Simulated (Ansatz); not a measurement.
Geometry optimisation, RKS PBE0/def2-SVP (Ansatz 0.2.0).

The input (input.yaml):

```yaml
crystal:
  periodic: [false, false, false]
  atoms:
    - { symbol: C, position_ang: [0.0661, 1.69191, -1.29607] }
    - { symbol: Si, position_ang: [0.0242, 0.11471, -0.29837] }
    - { symbol: C, position_ang: [0.02061, -1.48884, 0.34265] }
    - { symbol: O, position_ang: [-0.11653, -1.76378, 1.8202] }
    - { symbol: H, position_ang: [0.20372, 1.46971, -2.35746] }
    - { symbol: H, position_ang: [0.89067, 2.33943, -0.98007] }
    - { symbol: H, position_ang: [-0.8671, 2.25477, -1.18993] }
    - { symbol: H, position_ang: [0.67927, -2.27772, 2.05988] }
    - { symbol: H, position_ang: [-0.90093, -2.34019, 1.89917] }
total_charge: 1
basis:
  gaussian: { orbitals: def2-SVP }
hamiltonian:
  xc: pbe0
relax:
  f_tol: 0.015
  max_steps: 40
```

Run as:

```bash
$ ansatz run input.yaml --threads 1 --pin off --max-ram 2048MiB --backend cpu --events-out ev --progress --plain --runs-dir out
```

Question: Where does it end, and by what steps?

Answer: The forces met the threshold. Limits of this set-up: the dipole of an ion depends on the origin. After 11 steps the energy has fallen by 0.730 eV; Si2 moved furthest, 0.85 Å.

```json
{"step": "0", "energy less start (eV)": "0.0000", "largest force component (eV/Å)": "2.183", "accepted": "yes"}
{"step": "1", "energy less start (eV)": "-0.2880", "largest force component (eV/Å)": "1.394", "accepted": "yes"}
{"step": "2", "energy less start (eV)": "-0.5042", "largest force component (eV/Å)": "1.371", "accepted": "yes"}
{"step": "3", "energy less start (eV)": "-0.5054", "largest force component (eV/Å)": "2.526", "accepted": "yes"}
{"step": "4", "energy less start (eV)": "-0.6813", "largest force component (eV/Å)": "0.663", "accepted": "yes"}
{"step": "5", "energy less start (eV)": "-0.7093", "largest force component (eV/Å)": "0.409", "accepted": "yes"}
{"step": "6", "energy less start (eV)": "-0.7239", "largest force component (eV/Å)": "0.231", "accepted": "yes"}
{"step": "7", "energy less start (eV)": "-0.7161", "largest force component (eV/Å)": "0.299", "accepted": "no"}
{"step": "8", "energy less start (eV)": "-0.7295", "largest force component (eV/Å)": "0.128", "accepted": "yes"}
{"step": "9", "energy less start (eV)": "-0.7298", "largest force component (eV/Å)": "0.048", "accepted": "yes"}
{"step": "10", "energy less start (eV)": "-0.7298", "largest force component (eV/Å)": "0.022", "accepted": "no"}
{"step": "11", "energy less start (eV)": "-0.7300", "largest force component (eV/Å)": "0.010", "accepted": "yes"}
```

```xyz
9
Properties=species:S:1:pos:R:3
C 0.067 1.631 -1.271
Si -0.052 0.683 0.324
C -0.030 -0.933 0.642
O -0.089 -1.930 1.606
H 0.205 0.925 -2.102
H 0.918 2.326 -1.214
H -0.857 2.212 -1.412
H 0.734 -2.431 1.791
H -0.898 -2.483 1.637
```

Time of the run: 31 s on 1 thread of Arm Neoverse V2, on a shared host, peak memory 0.15 GiB.
